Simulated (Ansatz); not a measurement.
# Nudged elastic band run: F₄H₄NOTa

input.yaml

```yaml
crystal:
  periodic: [false, false, false]
  atoms:
    - { symbol: Ta, position_ang: [-0.031928, 0.040937, 0.058394] }
    - { symbol: O, position_ang: [1.952715, 0.122507, 0.135029] }
    - { symbol: H, position_ang: [2.400242, 0.606309, 0.845188] }
    - { symbol: F, position_ang: [-0.017406, -0.021824, 1.982353] }
    - { symbol: "N", position_ang: [0.189948, -0.35065, -1.886679] }
    - { symbol: H, position_ang: [-0.439777, -0.932388, -2.439533] }
    - { symbol: H, position_ang: [1.02518, -0.138764, -2.432608] }
    - { symbol: F, position_ang: [-0.540369, 1.842076, -0.006085] }
    - { symbol: F, position_ang: [-1.594125, -1.009275, -0.005007] }
    - { symbol: F, position_ang: [0.980467, -2.086421, 0.418131] }
    - { symbol: H, position_ang: [1.784855, -1.558307, 0.370419] }
basis:
  gaussian: { orbitals: def2-SVP }
hamiltonian:
  xc: b3lyp
neb:
  order_check: false
  images: 7
  f_tol: 0.05
  max_iterations: 60
  final_atoms:
    - { symbol: Ta, position_ang: [-0.2278572, -0.28492955, 0.09179848] }
    - { symbol: O, position_ang: [2.0469433, 0.04504113, 0.32127287] }
    - { symbol: H, position_ang: [2.27067429, 0.0412778, 1.26681932] }
    - { symbol: F, position_ang: [0.13591222, 0.04158949, 1.96262281] }
    - { symbol: "N", position_ang: [0.18171467, -0.52283937, -1.85105496] }
    - { symbol: H, position_ang: [0.42908463, -1.40549025, -2.29566729] }
    - { symbol: H, position_ang: [0.26631951, 0.24532203, -2.51521928] }
    - { symbol: F, position_ang: [-0.26522545, 1.57191503, -0.28128158] }
    - { symbol: F, position_ang: [-2.07754452, -0.56266101, 0.21353612] }
    - { symbol: F, position_ang: [0.28837884, -2.1125966, 0.26801595] }
    - { symbol: H, position_ang: [2.66140171, -0.5424287, -0.14124045] }
  initial_path:
    images:
      - { positions_ang: [[-0.031928, 0.040937, 0.058394], [1.952715, 0.122507, 0.135029], [2.400242, 0.606309, 0.845188], [-0.017406, -0.021824, 1.982353], [0.189948, -0.35065, -1.886679], [-0.439777, -0.932388, -2.439533], [1.02518, -0.138764, -2.432608], [-0.540369, 1.842076, -0.006085], [-1.594125, -1.009275, -0.005007], [0.980467, -2.086421, 0.418131], [1.784855, -1.558307, 0.370419]] }
      - { positions_ang: [[-0.02365599, 0.03895912, 0.03330864], [2.0567673, 0.08422, 0.11100146], [2.46638808, 0.3272663, 0.85319594], [-0.02822095, 0.02788714, 1.95718478], [0.16004942, -0.2950199, -1.96371315], [-0.46577304, -0.90768777, -2.5030251], [0.94849116, 0.02048762, -2.51261348], [-0.63375758, 1.81282837, -0.05406857], [-1.44857773, -1.15875324, 0.00831256], [0.88911908, -1.98665081, 0.62292251], [1.78897226, -1.44933682, 0.4870964]] }
      - { positions_ang: [[-0.01538399, 0.03698124, 0.00822328], [2.1608196, 0.045933, 0.08697391], [2.53253416, 0.0482236, 0.86120389], [-0.03903589, 0.07759828, 1.93201656], [0.13015083, -0.23938981, -2.0407473], [-0.49176909, -0.88298754, -2.5665172], [0.87180233, 0.17973924, -2.59261896], [-0.72714616, 1.78358074, -0.10205214], [-1.30303046, -1.30823148, 0.02163213], [0.79777115, -1.88688061, 0.82771403], [1.79308951, -1.34036665, 0.60377381]] }
      - { positions_ang: [[-0.00711198, 0.03500336, -0.01686209], [2.2648719, 0.007646, 0.06294637], [2.59868024, -0.23081911, 0.86921183], [-0.04985084, 0.12730942, 1.90684833], [0.10025225, -0.18375971, -2.11778145], [-0.51776513, -0.85828732, -2.6300093], [0.79511349, 0.33899086, -2.67262443], [-0.82053474, 1.75433311, -0.15003571], [-1.15748319, -1.45770973, 0.03495169], [0.70642323, -1.78711042, 1.03250554], [1.79720677, -1.23139647, 0.72045121]] }
      - { positions_ang: [[0.00116002, 0.03302549, -0.04194745], [2.3689242, -0.030641, 0.03891882], [2.66482632, -0.50986181, 0.87721978], [-0.06066579, 0.17702056, 1.88168011], [0.07035367, -0.12812962, -2.1948156], [-0.54376118, -0.83358709, -2.6935014], [0.71842466, 0.49824247, -2.75262991], [-0.91392332, 1.72508548, -0.19801927], [-1.01193592, -1.60718797, 0.04827125], [0.61507531, -1.68734023, 1.23729706], [1.80132402, -1.12242629, 0.83712862]] }
      - { positions_ang: [[-0.05609428, -0.04646327, -0.00851097], [2.28842898, -0.01172046, 0.10950733], [2.56628831, -0.37207691, 0.97461966], [-0.01152128, 0.14316279, 1.90191578], [0.09819392, -0.22680706, -2.10887544], [-0.30054973, -0.97656288, -2.59404287], [0.60539837, 0.43501236, -2.69327725], [-0.75174885, 1.68679287, -0.21883485], [-1.27833807, -1.34605623, 0.08958747], [0.53340119, -1.79365432, 0.99497678], [2.01634344, -0.97742689, 0.59253635]] }
      - { positions_ang: [[-0.11334859, -0.12595203, 0.02492551], [2.20793375, 0.00720007, 0.18009585], [2.4677503, -0.234292, 1.07201955], [0.03762322, 0.10930502, 1.92215146], [0.12603417, -0.32548449, -2.02293528], [-0.05733827, -1.11953867, -2.49458434], [0.49237208, 0.37178225, -2.63392459], [-0.58957438, 1.64850026, -0.23965042], [-1.54474022, -1.08492449, 0.13090368], [0.45172707, -1.89996841, 0.75265651], [2.23136287, -0.8324275, 0.34794408]] }
      - { positions_ang: [[-0.17060289, -0.20544079, 0.058362], [2.12743852, 0.0261206, 0.25068436], [2.3692123, -0.0965071, 1.16941944], [0.08676772, 0.07544725, 1.94238713], [0.15387442, -0.42416193, -1.93699512], [0.18587318, -1.26251446, -2.39512581], [0.3793458, 0.30855214, -2.57457193], [-0.42739991, 1.61020764, -0.260466], [-1.81114237, -0.82379275, 0.1722199], [0.37005295, -2.00628251, 0.51033623], [2.44638229, -0.6874281, 0.10335182]] }
      - { positions_ang: [[-0.2278572, -0.28492955, 0.09179848], [2.0469433, 0.04504113, 0.32127287], [2.27067429, 0.0412778, 1.26681932], [0.13591222, 0.04158949, 1.96262281], [0.18171467, -0.52283937, -1.85105496], [0.42908463, -1.40549025, -2.29566729], [0.26631951, 0.24532203, -2.51521928], [-0.26522545, 1.57191503, -0.28128158], [-2.07754452, -0.56266101, 0.21353612], [0.28837884, -2.1125966, 0.26801595], [2.66140171, -0.5424287, -0.14124045]] }
```

Run as:

```bash
$ ansatz run input.yaml --threads 4 --pin off --max-ram 5120MiB --backend cpu --events-out ev --progress --plain --runs-dir out
```

Output, in part (warnings, iteration lines, the closing report on the highest movable image, with atoms numbered from 0):

```
NEB end point (image 0): max|allowed force component| = 1.354e-2 eV/Å (the criterion of neb.relax_end_points is 1.000e-2)
NEB end point (image 8): max|allowed force component| = 1.687e-2 eV/Å (the criterion of neb.relax_end_points is 1.000e-2)
NEB iter   1: max|band force component| = 1.613e1 eV/Å  barrier→ = 5.3823 eV  barrier← = 6.3906 eV  Δτ_max = 0.2000 Å  (286 SCF iters)
NEB iter   2: max|band force component| = 3.356e0 eV/Å  barrier→ = 2.4097 eV  barrier← = 3.4180 eV  Δτ_max = 0.2000 Å  (258 SCF iters)
NEB iter   3: max|band force component| = 2.178e0 eV/Å  barrier→ = 1.3409 eV  barrier← = 2.3492 eV  Δτ_max = 0.1950 Å  (242 SCF iters)
NEB iter   4: max|band force component| = 1.541e0 eV/Å  barrier→ = 1.0485 eV  barrier← = 2.0568 eV  Δτ_max = 0.2000 Å  (246 SCF iters)
NEB iter   5: max|band force component| = 2.356e0 eV/Å  barrier→ = 0.4430 eV  barrier← = 1.4513 eV  Δτ_max = 0.1003 Å  (231 SCF iters)
NEB iter   6: max|band force component| = 1.556e0 eV/Å  barrier→ = 0.2560 eV  barrier← = 1.2643 eV  Δτ_max = 0.2000 Å  (224 SCF iters)
NEB iter   7: max|band force component| = 1.747e0 eV/Å  barrier→ = 0.1912 eV  barrier← = 1.1994 eV  Δτ_max = 0.0994 Å  (239 SCF iters)
NEB iter   8: max|band force component| = 1.025e0 eV/Å  barrier→ = 0.1965 eV  barrier← = 1.2048 eV  Δτ_max = 0.1004 Å  (223 SCF iters)
NEB iter   9: max|band force component| = 5.665e-1 eV/Å  barrier→ = 0.1700 eV  barrier← = 1.1783 eV  Δτ_max = 0.2000 Å  (222 SCF iters)
NEB iter  10: max|band force component| = 1.257e0 eV/Å  barrier→ = 0.0589 eV  barrier← = 1.0672 eV  Δτ_max = 0.1004 Å  (242 SCF iters)
NEB iter  11: max|band force component| = 1.804e0 eV/Å  barrier→ = 0.0522 eV  barrier← = 1.0605 eV  Δτ_max = 0.0503 Å  (229 SCF iters)
NEB iter  12: max|band force component| = 1.049e0 eV/Å  barrier→ = 0.0547 eV  barrier← = 1.0630 eV  Δτ_max = 0.1006 Å  (223 SCF iters)
NEB iter  13: max|band force component| = 4.400e-1 eV/Å  barrier→ = 0.0565 eV  barrier← = 1.0648 eV  CI = image 1  Δτ_max = 0.2000 Å  (221 SCF iters)
NEB iter  14: max|band force component| = 2.185e0 eV/Å  barrier→ = 0.0761 eV  barrier← = 1.0844 eV  CI = image 1  Δτ_max = 0.1007 Å  (246 SCF iters)
NEB iter  15: max|band force component| = 3.976e-1 eV/Å  barrier→ = 0.0569 eV  barrier← = 1.0652 eV  CI = image 1  Δτ_max = 0.2000 Å  (224 SCF iters)
NEB iter  16: max|band force component| = 4.675e-1 eV/Å  barrier→ = 0.0515 eV  barrier← = 1.0597 eV  CI = image 1  Δτ_max = 0.1012 Å  (232 SCF iters)
NEB iter  17: max|band force component| = 3.646e-1 eV/Å  barrier→ = 0.0483 eV  barrier← = 1.0566 eV  CI = image 1  Δτ_max = 0.1009 Å  (222 SCF iters)
NEB iter  18: max|band force component| = 3.399e-1 eV/Å  barrier→ = 0.0436 eV  barrier← = 1.0519 eV  CI = image 1  Δτ_max = 0.1003 Å  (222 SCF iters)
NEB iter  19: max|band force component| = 3.079e-1 eV/Å  barrier→ = 0.0408 eV  barrier← = 1.0491 eV  CI = image 1  Δτ_max = 0.1002 Å  (228 SCF iters)
NEB iter  20: max|band force component| = 2.715e-1 eV/Å  barrier→ = 0.0378 eV  barrier← = 1.0461 eV  CI = image 1  Δτ_max = 0.1005 Å  (225 SCF iters)
NEB iter  21: max|band force component| = 1.833e-1 eV/Å  barrier→ = 0.0351 eV  barrier← = 1.0434 eV  CI = image 1  Δτ_max = 0.1001 Å  (225 SCF iters)
NEB iter  22: max|band force component| = 1.440e-1 eV/Å  barrier→ = 0.0335 eV  barrier← = 1.0418 eV  CI = image 1  Δτ_max = 0.1005 Å  (225 SCF iters)
NEB iter  23: max|band force component| = 1.759e-1 eV/Å  barrier→ = 0.0325 eV  barrier← = 1.0408 eV  CI = image 1  Δτ_max = 0.0502 Å  (229 SCF iters)
NEB iter  24: max|band force component| = 1.583e-1 eV/Å  barrier→ = 0.0321 eV  barrier← = 1.0404 eV  CI = image 1  Δτ_max = 0.0495 Å  (227 SCF iters)
NEB iter  25: max|band force component| = 1.142e-1 eV/Å  barrier→ = 0.0321 eV  barrier← = 1.0404 eV  CI = image 1  Δτ_max = 0.0129 Å  (227 SCF iters)
NEB iter  26: max|band force component| = 6.025e-2 eV/Å  barrier→ = 0.0320 eV  barrier← = 1.0403 eV  CI = image 1  Δτ_max = 0.0187 Å  (233 SCF iters)
NEB iter  27: max|band force component| = 1.768e-2 eV/Å  barrier→ = 0.0321 eV  barrier← = 1.0403 eV  CI = image 1  Δτ_max = 0.0000 Å  (458 SCF iters)
Total energy: -16018.93802453 eV, -588.6851143754 hartree
Atom 0 at    -0.086535    -0.067439     0.063252 Å, force     0.002570     0.005559    -0.004239 eV/Å
Atom 1 at     1.983373    -0.062727     0.054180 Å, force    -0.001322    -0.003190     0.003810 eV/Å
Atom 2 at     2.374392     0.377279     0.825068 Å, force     0.001333     0.000882    -0.001083 eV/Å
Atom 3 at     0.276995     0.322913     1.909208 Å, force    -0.000990    -0.001053    -0.000085 eV/Å
Atom 4 at     0.285141    -0.300132    -1.869055 Å, force     0.000067    -0.000794    -0.001418 eV/Å
Atom 5 at    -0.436675    -0.553796    -2.546740 Å, force    -0.000066     0.000131     0.001678 eV/Å
Atom 6 at     1.180813    -0.171361    -2.335283 Å, force    -0.000915     0.000432     0.001340 eV/Å
Atom 7 at    -0.912511     1.611991    -0.087951 Å, force     0.000750    -0.001620     0.000497 eV/Å
Atom 8 at    -1.599269    -1.170863     0.117763 Å, force    -0.000566    -0.001174     0.000339 eV/Å
Atom 9 at     0.918851    -2.049918     0.535346 Å, force     0.013463     0.006323     0.000162 eV/Å
Atom 10 at     1.725227    -1.421747     0.373815 Å, force    -0.014323    -0.005496    -0.001001 eV/Å
Dipole moment:     0.448120     0.003362    -0.482272 e Å
```

The forces met the threshold. A vibrational analysis at the climbing image gives one clearly imaginary mode, 169i cm⁻¹: a first-order saddle point. The orbitals stay closed-shell, which can raise the energy where a bond breaks towards radicals; this wasn't checked here.

Final band (atoms are numbered from 1 in the order of the input):

```json
{"image": "0", "path coordinate (Å)": "0.00", "energy (kcal/mol)": "0.0", "F10–H11 (Å)": "0.96", "O2–H11 (Å)": "1.71"}
{"image": "1", "path coordinate (Å)": "0.90", "energy (kcal/mol)": "0.7", "F10–H11 (Å)": "1.03", "O2–H11 (Å)": "1.42"}
{"image": "2", "path coordinate (Å)": "1.42", "energy (kcal/mol)": "-10.8", "F10–H11 (Å)": "1.53", "O2–H11 (Å)": "1.02"}
{"image": "3", "path coordinate (Å)": "1.95", "energy (kcal/mol)": "-17.4", "F10–H11 (Å)": "2.10", "O2–H11 (Å)": "0.98"}
{"image": "4", "path coordinate (Å)": "2.48", "energy (kcal/mol)": "-18.1", "F10–H11 (Å)": "2.53", "O2–H11 (Å)": "0.97"}
{"image": "5", "path coordinate (Å)": "3.00", "energy (kcal/mol)": "-18.5", "F10–H11 (Å)": "2.67", "O2–H11 (Å)": "0.97"}
{"image": "6", "path coordinate (Å)": "3.53", "energy (kcal/mol)": "-19.9", "F10–H11 (Å)": "2.65", "O2–H11 (Å)": "0.97"}
{"image": "7", "path coordinate (Å)": "4.06", "energy (kcal/mol)": "-22.3", "F10–H11 (Å)": "2.66", "O2–H11 (Å)": "0.97"}
{"image": "8", "path coordinate (Å)": "4.58", "energy (kcal/mol)": "-23.3", "F10–H11 (Å)": "2.87", "O2–H11 (Å)": "0.97"}
```

Run time: 9 min on 4 threads of Arm Neoverse V2, on a shared host, peak memory 0.41 GiB.
